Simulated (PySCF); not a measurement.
# One molecule, several mistakes: BCH4NSi

All numbers below are calculated, not measured. The program is PySCF 2.14.0, an open-source quantum chemistry code, run on an isolated molecule that a program drew, which may never have been made. The molecule is BCH4NSi (charge 0, singlet), drawn as the SMILES string `C=BN[SiH]`.

Each row is a Hartree-Fock (HF) and frozen-core CCSD(T) single point in the cc-pV(D+d)Z basis, meant for a local HF minimum. Run 1 is clean. Each other run has one planted mistake out of seven kinds, and not every kind appears here: one electron removed, one electron added, multiplicity raised by two, geometry at a saddle point, minimal basis STO-3G, one bond length entered in bohr, all coordinates scaled. The reference is restricted for singlets and unrestricted otherwise, and also for a bond in bohr. Adding or removing an electron swaps singlet and doublet. Electrons count all cores. HOMO and LUMO are orbital energies over both spins, the gradient is its largest component, and the lowest frequency (negative if imaginary) is given only where the gradient is small. Bond lengths are over the 7 bonds as drawn. T1 is the CCSD diagnostic: over 0.02 (restricted) or 0.045 (unrestricted) a single reference is doubtful.

Geometry of the clean run:
```xyz
8
BCH4NSi, angstrom
C     0.4861    1.5593   -2.0549
B     0.3363    1.3953   -0.6854
N     0.2052    1.2152    0.6867
Si    1.2142    0.1418    1.6419
H    -0.0452    0.9384   -2.7669
H     1.1415    2.3151   -2.4720
H    -0.5234    1.7486    1.1294
H     0.5246    0.4548    2.9601
```

| run | electrons | basis functions | <S^2> | HOMO (eV) | LUMO (eV) | gradient (hartree/bohr) | lowest frequency (cm^-1) | mean bond (Å) | longest bond (Å) | T1 | HF (hartree) | CCSD(T) (hartree) | mistake |
|---|---|---|---|---|---|---|---|---|---|---|---|---|---|
| 1 | 36 | 85 | 0.000 | -8.40 | 0.84 | 2.2e-05 | 160 | 1.3181 | 1.756 | 0.0148 | -408.23725 | -408.75564 | no fault |
| 2 | 36 | 85 | 2.005 | -7.83 | -0.14 | 4.1e-02 | - | 1.3181 | 1.756 | 0.0179 | -408.18679 | -408.68094 | multiplicity raised by two |
| 3 | 36 | 28 | 0.000 | -5.90 | 5.81 | 5.1e-02 | - | 1.3181 | 1.756 | 0.0179 | -403.37981 | -403.61815 | minimal basis STO-3G |
| 4 | 37 | 85 | 0.773 | -0.71 | 8.07 | 6.2e-02 | - | 1.3181 | 1.756 | 0.0195 | -408.23417 | -408.76097 | ? |

**Which mistake was planted in run 4, and what did it cost?**

It counts 37 electrons, one more than the clean run, at the same geometry and basis. So the mistake is: one electron added. Subtracting run 1 and multiplying by 627.51 kcal/mol a hartree, the energy moved by 1.9 kcal/mol in HF and -3.3 kcal/mol in CCSD(T).

